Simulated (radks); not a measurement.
Values are calculated unless marked as measured or tabulated.
Question: The lutetium ion Lu2+, 69 electrons, occupied as [Xe] 4f14 6s1. Level of theory: Dirac Kohn-Sham, PBE, spin-unpolarised, spherical densities, finite nucleus; Fermi nuclear charge, rms radius 5.37 fm (a radial shooting solver on a logarithmic mesh with Libxc functionals). Some entries of the table are withheld. Estimate them.

orbital,occ.,eigenvalue (hartree),<1/r> (bohr^-1),r(max) (bohr)
1s1/2,2,-2321.119,82.18,0.01213
2s1/2,2,-395.4085,19.88,0.06950
2p1/2,2,-377.4896,19.86,0.05193
2p3/2,4,-336.4229,16.96,0.05845
3s1/2,2,-90.09234,7.291,0.1960
3p1/2,2,-82.15226,7.208,(1)
3p3/2,4,-73.39279,6.463,(2)
3d3/2,4,-59.89555,6.353,(3)
3d5/2,6,-57.98304,6.173,(4)
4s1/2,2,-18.44045,3.053,0.4466
4p1/2,2,-15.20508,2.943,0.4475
4p3/2,4,-13.21286,2.683,0.4762
4d3/2,4,-7.88979,2.462,0.4759
4d5/2,6,-7.52615,2.398,0.4851
5s1/2,2,(5),1.145,1.044
5p1/2,2,(6),1.012,(7)
5p3/2,4,(8),0.9232,(9)
4f5/2,6,-1.01768,1.848,(10)
4f7/2,8,-0.96160,1.816,(11)
6s1/2,1,-0.64583,0.4143,2.739

Answer: 
(1) 3p1/2 r(max) (bohr): 0.1839
(2) 3p3/2 r(max) (bohr): 0.1973
(3) 3d3/2 r(max) (bohr): 0.1552
(4) 3d5/2 r(max) (bohr): 0.1589
(5) 5s1/2 eigenvalue (hartree): -2.87429
(6) 5p1/2 eigenvalue (hartree): -1.97575
(7) 5p1/2 r(max) (bohr): 1.133
(8) 5p3/2 eigenvalue (hartree): -1.71828
(9) 5p3/2 r(max) (bohr): 1.220
(10) 4f5/2 r(max) (bohr): 0.4661
(11) 4f7/2 r(max) (bohr): 0.4715
